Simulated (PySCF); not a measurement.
## Where the electron goes

MoSCl4 (singlet state).
Z-matrix (Å and degrees, PBE0-D3(BJ)/def2-SVP geometry), rows numbered from 1:
```
Mo
S   1  2.0599
Cl  1  2.2885  2  104.31
Cl  1  2.2892  2  104.14  3   -90.00
Cl  1  2.2886  2  104.37  3   179.98
Cl  1  2.2891  2  104.17  3    89.98
```

Level of theory: TDDFT CAM-B3LYP/def2-SVPD, vertical, gas phase, core orbitals frozen in the response, def2 core potentials past Kr (PySCF 2.14.0, density-fitted response routines). Spin–orbit coupling is left out.

Frontier orbitals with the atoms that hold most of them (Löwdin shares over 4%, at most four atoms; ? is withheld):

| orbital | ε (eV) | atoms |
| --- | --- | --- |
| LUMO+2 | -3.56 | Mo1 52%, S2 33%, Cl3 8%, Cl5 8% |
| LUMO+1 | -3.57 | Mo1 52%, S2 33%, Cl4 8%, Cl6 8% |
| LUMO | ? | ? |
| HOMO | -10.03 | ? |
| HOMO-1 | -10.30 | S2 35%, Cl6 25%, Cl4 25%, Cl3 6% |
| HOMO-2 | -10.31 | S2 35%, Cl3 25%, Cl5 25%, Cl4 6% |
| HOMO-3 | -10.81 | Cl4 25%, Cl6 25%, Cl5 24%, Cl3 24% |

(1) Which atoms hold the HOMO, and with what shares?

(2) Which atoms hold the LUMO, and with what shares?

(3) What is the LUMO energy, and the HOMO–LUMO gap?

## Answers

(1) Cl6 (bonded to Mo) 25%; Cl3 (bonded to Mo) 25%; Cl5 (bonded to Mo) 25%; Cl4 (bonded to Mo) 25%.

(2) Mo1 (bonded to 4 Cl and S) 67%; Cl4 (bonded to Mo) 8%; Cl6 (bonded to Mo) 8%; Cl5 (bonded to Mo) 8%. By element: molybdenum 67%, chlorine 25% or more.

(3) ε(LUMO) = -4.41 eV; the gap is 5.62 eV (0.2066 hartree).

Q: How does S1 compare with the orbital gap of 5.62 eV?

A: S1 is at 2.32 eV (f = 0.0020), 3.30 eV below the gap, made of HOMO-2/HOMO-1→LUMO (≥96%). S1/S2 lie within about 0.01 eV of each other. Its leading pair isn't HOMO and LUMO; the energies of that pair differ by 5.89 eV. 

For S1 the Löwdin share of molybdenum is at most 7% in HOMO-1 and 67% in LUMO (ligand-to-metal charge transfer by this measure).

Next come S2 at 2.33 eV (f 0.0020), HOMO-2/HOMO-1→LUMO (≥96%); S3 at 2.44 eV (f 0.0000), HOMO→LUMO (92%); S4 at 2.80 eV (f 0.0000), HOMO-3→LUMO (100%); S5 at 2.92 eV (f 0.0000), HOMO-2/HOMO-1→LUMO+1/LUMO+2 (≥91%).

Orbitals of the list HOMO-3 to LUMO+2 that lie within 0.01 eV of each other are written together with a slash and their weights summed (≥ marks a lower bound); for degenerate orbitals outside that list single weights are arbitrary.

Löwdin shares depend on the basis, the more so with diffuse functions.
